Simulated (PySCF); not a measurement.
# Which basis set comes closest?

Molecule: `CC(C)(C)C(C)(F)F`, C6H12F2.

Numbering as in the mapped SMILES `[CH3:1][C:2]([CH3:3])([CH3:4])[C:5]([CH3:6])([F:7])[F:8]`; H(Xn) means a hydrogen on atom n.

Geometry PBE0-D3(BJ)/def2-SVP throughout; GIAO in PySCF 2.14, gas phase, one conformer, non-relativistic; equivalent atoms averaged; functional PBE0.

Reference values (measured; G. Saielli, R. Bini, A. Bagno, Computational 19F NMR. 2. Organic compounds, RSC Adv. 2014, ESI (exp. from Berger-Braun-Kalinowski 1994 and Everett 1995)): δ(F7/F8) = -102.2 ppm vs CFCl3. Computed shifts are taken against CFCl3, calculated as an isolated molecule at each level.

Q: How do the basis sets STO-3G, pcSseg-0, 6-31G, 6-31G*, cc-pVDZ, def2-SVP, pcSseg-1, 6-311+G(2d,p), aug-cc-pVDZ, def2-TZVP perform against the reference? Times are CPU seconds on shared hosts with different chips, so compare them loosely.

A: 
```tsv
basis set	functions	F7/F8	abs. error F	core-s
STO-3G	52	-104.9	2.7	5.9
pcSseg-0	96	-134.4	32.2	11
6-31G	96	-138.2	36.0	13
6-31G*	136	-123.6	21.4	20
cc-pVDZ	172	-118.2	16.0	26
def2-SVP	172	-107.6	5.4	27
pcSseg-1	196	-125.6	23.4	28
6-311+G(2d,p)	288	-122.1	19.9	66
aug-cc-pVDZ	292	-114.9	12.7	67
def2-TZVP	320	-118.0	15.8	82
```

For 19F the closest is STO-3G (2.7 ppm) and the furthest 6-31G (36.0 ppm). Where a smaller basis beats a larger one, errors probably cancel. One molecule is a small sample, and vibrational and solvent effects are absent from the calculation.

A small basis that lands close on one nucleus may do so by chance; judge by the trend and by all nuclei.
